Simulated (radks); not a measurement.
All-electron atom: the bismuth ion Bi19+ in [Kr] 4d10 4f14 5s2 5p2 (the NIST ground configuration). Calculated with a radial shooting solver on a logarithmic mesh with Libxc functionals: Dirac Kohn-Sham, PW91, spin-unpolarised, spherical densities, finite nucleus; open shells are shared between the two j in proportion to 2j + 1; Fermi nuclear charge, rms radius 5.5211 fm.

Normalised radial functions P(r) = r R(r) (large component), r in bohr:

```
   r/bohr * 4f5/2, o 5s1/2, + 5p3/2 (the largest magnitude, 1.58, reaches the edge; | marks zero, & curves that meet)
0.0006953                             &o
0.0009054                             & o
 0.001179                             & o
 0.001535                             &  o
 0.002015                             &  o
 0.002624                             &  o
 0.003417                             &   o
 0.004449                             *+  o
 0.005839                             *+   o
 0.007604                             *+  o
 0.009901                             * + o
  0.01289                             *  &
  0.01679                             *o  +
  0.02204                           o *    +
  0.02869                        o    *     +
  0.03736                      o      *      +
  0.04865                      o      |*   +
  0.06386                          o  | &
  0.08315                          +  |  o*
   0.1083                     +       |      * o
    0.141                    +        |        o  *
   0.1851                          +  |o                *
    0.241                   o         |      +                *
   0.3138               o             |            +             *
   0.4086                         o   |       +                 *
   0.5363                      +      |            o      *
   0.6983         +                   |            *          o
   0.9093       +                     |     *             o
    1.184                +            | *       o
    1.554                         +   *  o
    2.024                            +&
    2.635                             &
```

4f5/2: eigenvalue -573.08 eV, 0 radial nodes, <r> = 0.423 bohr, 90 % of the charge inside 0.661 bohr. 5s1/2: eigenvalue -544.35 eV, 4 radial nodes at r = 0.0183, 0.0742, 0.192, 0.439 bohr, <r> = 0.768 bohr, 90 % of the charge inside 1.07 bohr. 5p3/2: eigenvalue -462.55 eV, 3 radial nodes at r = 0.0707, 0.201, 0.480 bohr, <r> = 0.851 bohr, 90 % of the charge inside 1.19 bohr.
